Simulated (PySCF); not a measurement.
A calculated (M06-L, PySCF 2.14, 6-31G*, the non-relativistic Hamiltonian (point nucleus)) atom or ion has these occupied shells.

```
shell  electrons  orbital energy (eV)  rms radius, mean of both spins (bohr)
 1s α          1              -4855.2                                 0.0813
 1s β          1              -4855.2                                 0.0813
 2s α          1              -539.73                                  0.354
 2s β          1              -538.97                                  0.354
 2p α          3              -448.58                                  0.322
 2p β          3              -448.02                                  0.322
 3s α          1              -64.406                                   1.09
 3s β          1              -62.509                                   1.09
 3p α          3              -40.072                                   1.19
 3p β          3              -38.096                                   1.19
 3d α          2               -4.773                                   1.62
 4s α          1               -4.440                                   3.85
 4s β          1               -4.076                                   3.85
```

(1) Name the element and its charge.

Results:

(1) Ti (titanium, neutral), in [Ar] 3d2 4s2, high-spin 3F determinant.
